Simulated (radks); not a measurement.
Results of a calculation; reference values are marked as such.
Species: K II. Configuration: [Ar].

Level of theory: non-relativistic Kohn-Sham, Tao-Mo meta-GGA, spin-polarised, spherical densities, point nucleus; meta-GGA in the generalised Kohn-Sham scheme (a radial shooting solver on a logarithmic mesh with Libxc functionals).

Energy parts (eV):
total: -16315.985
kinetic: 16300.127
electron-nucleus: -38607.083
Hartree: 6893.067
exchange-correlation: -902.096

Orbitals (lengths in bohr, moments of r in powers of bohr; <r^-3> diverges for s and p1/2; r(90%) holds 90 % of the orbital's charge):
1s: occ. 2; eigenvalue (eV) -3520.188; r(90%) 0.145
2s: occ. 2; eigenvalue (eV) -358.9550; r(90%) 0.605
2p: occ. 6; eigenvalue (eV) -286.2733; r(90%) 0.580; <r^-3> 151.5
3s: occ. 2; eigenvalue (eV) -41.6939; r(90%) 1.92
3p: occ. 6; eigenvalue (eV) -24.9562; r(90%) 2.22; <r^-3> 13.88

The highest occupied level is 3p at -24.956 eV. Virial ratio -V/T = 2.00097. The density falls to 0.001 e/bohr^3 at r = 3.30 bohr.
